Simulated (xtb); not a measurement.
C4H10OSi, SMILES OC[C@H]1CC[SiH2]1. All values are semi-empirical tight-binding results from xtb (GFN2-xTB unless named), good for trends rather than for accurate numbers. The structure is a stationary point at GFN2-xTB. The structure was generated by enumeration; whether it is a known compound was not checked. Other conformers were not sampled.

Optimised geometry:

Bond lengths (Å): O1–C2 1.411, O1–H7 0.964, C2–C3 1.520, C2–H8 1.093, C2–H9 1.101, C3–C4 1.547, C3–Si6 1.918, C3–H10 1.093, C4–C5 1.543, C4–H11 1.091, C4–H12 1.090, C5–Si6 1.912, C5–H13 1.087, C5–H14 1.088, Si6–H15 1.461, Si6–H16 1.463. Angles (°): C2–O1–H7 108.0, O1–C2–C3 113.0, O1–C2–H8 105.3, O1–C2–H9 110.0, C3–C2–H8 110.4, C3–C2–H9 109.7, H8–C2–H9 108.1, C2–C3–C4 114.7, C2–C3–Si6 119.0, C2–C3–H10 107.8, C4–C3–Si6 90.9, C4–C3–H10 110.6, Si6–C3–H10 113.0, C3–C4–C5 99.9, C3–C4–H11 110.7, C3–C4–H12 114.0, C5–C4–H11 110.6, C5–C4–H12 113.4, H11–C4–H12 108.1, C4–C5–Si6 91.2, C4–C5–H13 113.7, C4–C5–H14 111.8, Si6–C5–H13 118.3, Si6–C5–H14 114.0, H13–C5–H14 107.2, C3–Si6–C5 76.2, C3–Si6–H15 117.2, C3–Si6–H16 114.8, C5–Si6–H15 118.2, C5–Si6–H16 115.3, H15–Si6–H16 111.2.
Charge 0, spin multiplicity 1.

```json
{
 "orbital_gap": "4.66 eV",
 "dipole_moment": "2.27 D",
 "zero_point_energy": "81.2 kcal/mol",
 "G − E(el) at 298.15 K (modified RRHO)": "61.2 kcal/mol",
 "static polarisability (D4 model)": "78.3 bohr³",
 "solvation energy, GFN2-xTB/ALPB(water)": "-3.4 kcal/mol",
 "solvation energy, GFN2-xTB/ALPB(octanol)": "-5.7 kcal/mol"
}
```

### Question
Give the atomic charges and the Wiberg bond orders between heavy atoms. (Estimate from the structure and the level; the computed values follow.)

### Answer
charges (e) O1 -0.45, C2 0.08, C3 -0.14, C4 -0.06, C5 -0.16, Si6 0.46, H7 0.29, H8 0.03, H9 0.01, H10 0.02, H11 0.01, H12 0.01, H13 0.02, H14 0.02, H15 -0.08, H16 -0.08. Bond orders O1–C2 0.99, C2–C3 1.01, C3–C4 1.01, C4–C5 1.02, C3–Si6 0.86, C5–Si6 0.90.
